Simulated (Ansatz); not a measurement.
`CB[BH][GaH2]` + `COCC#N` → `CBOC` + `N#CC[BH][GaH2]`  (formal exchange of groups at a B–B bond)

Isolated molecules relaxed with PBE0-D4/def2-TZVP in Ansatz; ΔE leaves out vibrations. CBS: MP2 limit from def2 TZ/QZ plus the TZ coupled-cluster correction, frozen cores. This one scheme is used for every species. Functionals use def2-TZVPP. For Ga outer-core shells are correlated without core-valence functions, which leaves a few kJ/mol of doubt a bond. Scalar relativity is left out up to krypton. One conformer a species, not always the lowest.

| level | ΔE (kJ/mol) | difference from CCSD(T)/CBS |
| --- | --- | --- |
| PBE-D4 | -214.9 | 19.3 |
| B97M-V | -218.5 | 15.7 |
| r2SCAN0-D4 | -229.0 | 5.2 |
| BHLYP-D4 | -235.1 | -0.9 |
| ωB97M-V | -233.1 | 1.1 |
| CAM-B3LYP | -232.7 | 1.5 |
| RPA@PBE/def2-TZVPP | -228.9 | 5.3 |
| HF/def2-SVP | -243.7 | -9.5 |
| MP2/def2-SVP | -252.4 | -18.2 |
| HF/CBS(def2) | -238.6 | -4.4 |
| CCSD(T)/CBS | -234.2 | 0 |

Largest T1 diagnostic among the species: 0.014.

From BLYP to BHLYP (50 % exact exchange), in def2-TZVPP and without D4, ΔE moves by −14.6 kJ/mol. Leaving LDA and LC-ωPBE aside and taking each functional with its dispersion term where it has one, the values, not all of them listed here, spread over 21.7 kJ/mol, from BHLYP-D4 to revPBE-D4. LDA lies −6.6 kJ/mol from PBE without D4. At CCSD(T), def2-SVP lies −7.6 kJ/mol from the extrapolated value and def2-TZVPP +1.8 kJ/mol.

CCSD(T)/CBS has its own doubt, a few kJ/mol and more with outer-core shells, so smaller differences from it don't rank the levels.
